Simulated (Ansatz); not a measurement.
`C[O][Al]([OH])[Br]`, relaxed with RKS PBE0-D4/def2-TZVP in Ansatz 0.2.0 from a PBE-D4/def2-SVP geometry. The force threshold is 0.005 eV/Å; the program also tests the step.

Total charge 0; spin multiplicity 1.

Start:

```xyz
9

C    -0.508   -1.040   -1.278
O    -0.322   -0.647    0.057
Al    0.341    0.695    0.859
O     0.299    0.675    2.565
Br    1.235    2.410   -0.322
H    -0.088   -0.314   -2.012
H    -0.023   -2.025   -1.462
H    -1.592   -1.157   -1.501
H     0.658    1.404    3.094
```

Q: By how much does the energy fall, and how many steps does the optimiser take? (Best estimate.)

A: The calculation gave: 0.05 eV, in 8 steps.

Q: Which bonds change most? (An estimate is asked.)

A: The calculation gave: O2–Al3 from 1.698 to 1.667 Å; Al3–O4 from 1.706 to 1.681 Å; C1–H8 from 1.113 to 1.094 Å; C1–H7 from 1.113 to 1.094 Å.

Q: Give the relaxed structure. (Best estimate.)

A: Computed: 
```xyz
9

C    -0.505   -1.028   -1.274
O    -0.337   -0.646    0.061
Al    0.323    0.660    0.859
O     0.297    0.683    2.540
Br    1.230    2.355   -0.313
H    -0.102   -0.288   -1.975
H     0.000   -1.982   -1.454
H    -1.569   -1.161   -1.491
H     0.663    1.407    3.046
```
